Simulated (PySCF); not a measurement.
An unknown gives this computed stick spectrum. Computed with TDDFT B3LYP/def2-SVPD, vertical, gas phase, core orbitals frozen in the response (PySCF 2.14.0, density-fitted response routines). Geometries: GFN2-xTB, one conformer each.

| state | ν̃ (cm⁻¹) | f | main configurations (H = HOMO, L = LUMO) |
| --- | --- | --- | --- |
| S1 | 33190 | 0.023 | H-1→L (93%) |
| S2 | 36350 | 0.088 | H→L (96%) |
| S3 | 38990 | 0.033 | H-2→L (90%) |
| S4 | 42160 | 0.0046 | H-3→L (93%) |
| S5 | 43870 | 0.0020 | H→L+1 (99%) |
| S6 | 47060 | 0.026 | H-4→L (51%), H-5→L (24%), H-1→L+1 (17%) |
| S7 | 47400 | 0.011 | H→L+2 (87%), H→L+3 (9%) |
| S8 | 47790 | 0.205 | H-1→L+1 (69%), H-4→L (13%) |

Triplets computed (Tamm–Dancoff): 2.69, 3.86, 4.42 eV.

Question: Which candidate is it? All have the formula C4H9PSi2.
A. `C#C[SiH2]/C=C\[SiH2]P`
B. `C#CC(=C)[SiH2]P[SiH3]`
C. `C=C1[SiH2][Si@@H](P)C1=C`
D. `C#C[SiH2]/C=C/[SiH2]P`

Answer: C. Its S1, at 4.11 eV, is the lowest among the candidates; the nearest of the others has S1 at 4.81 eV. S1 is HOMO-1→LUMO (93%). Löwdin shares by element: HOMO carbon 84% (atoms not listed hold the other 16%); LUMO carbon 66% (atoms not listed hold the other 34%). At the same level the other candidates give, for their lowest levels:
- `C#CC(=C)[SiH2]P[SiH3]`: 4.81 eV (f 0.001); 4.96 eV (f 0.002); 5.37 eV (f 0.130); 5.86 eV (f 0.012); 5.95 eV (f 0.018); T1 3.40 eV; HOMO -7.03, LUMO -1.48 eV
- `C#C[SiH2]/C=C\[SiH2]P`: 4.85 eV (f 0.126); 5.49 eV (f 0.068); 5.68 eV (f 0.017); 5.77 eV (f 0.002); 6.01 eV (f 0.002); T1 3.84 eV; HOMO -6.93, LUMO -1.45 eV
- `C#C[SiH2]/C=C/[SiH2]P`: 5.26 eV (f 0.002); 5.82 eV (f 0.000); 6.15 eV (f 0.001); 6.18 eV (f 0.028); 6.21 eV (f 0.005); T1 4.21 eV; HOMO -7.22, LUMO -1.13 eV

Conformer computed: `[CH2:1]=[C:2]1[SiH2:3][Si@@H:4]([PH2:5])[C:6]1=[CH2:7]`: H–P5–Si4–Si3 20°, H–P5–Si4–Si3 -73°.
